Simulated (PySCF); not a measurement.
An unknown shows these calculated signals:

1H NMR (500 MHz, computed): δ 5.09 (m, 1H), 5.09 (s, 1H), 4.85 (m, 1H), 3.99 (m, 1H), 3.75 (s, 3H), 2.68 (s, 3H), 2.26 (m, 1H), 1.52 (m, 1H), 0.34 (br s, 1H).

13C{1H} NMR (computed): δ 100.6 (CH), 60.5 (CH2), 57.0 (CH3), 40.9 (CH2), 28.1 (CH3).

[PySCF: GIAO PBE0/pcSseg-1 shieldings; GFN2-xTB geometry; equivalent nuclei averaged; non-relativistic Hamiltonian; no solvent; a single conformation]

Referencing at the same level of theory: 1H, 13C vs TMS.

Q: Which of these does the molecule contain: a C≡C triple bond, a methoxy group, a Si–H bond, an NH or NH2 group, an ester, a three-membered ring?

A: 
- A C≡C triple bond: no.
- A methoxy group: yes (δC 57.0; δH 3.75 (s)).
- A Si–H bond: yes (δH 5.09 (s)).
- An NH or NH2 group: yes (δH 0.34 (br s)).
- An ester: no.
- A three-membered ring: no.

The data belong to `InChI=1S/C5H13NO3Si/c1-6-10-8-4-3-5(7-2)9-10/h5-6,10H,3-4H2,1-2H3/t5-,10+/m0/s1`; they needn't prove each group on their own.

Carbon signals by region: 1 in the sp2 and nitrile region (100–160 ppm), 2 at 50–100 ppm, 2 below 50 ppm.

OH/NH shifts are gas-phase values; hydrogen bonding in solution moves them, usually downfield. Shifts are as computed. Against solution values, carbons near 30 ppm lie about +3 ppm off and those near 130 ppm about +5 ppm. Of 1211 compounds with measured shifts, 218 miss one by over three times the rms of a fit or turn the order of signals round; such compounds aren't used in these exercises. No couplings were computed; multiplicities are counted from neighbouring protons, with m where these are inequivalent, close in shift, in a saturated or five-membered ring or joined by F or P, and br s for small geminal =CH2 splittings.
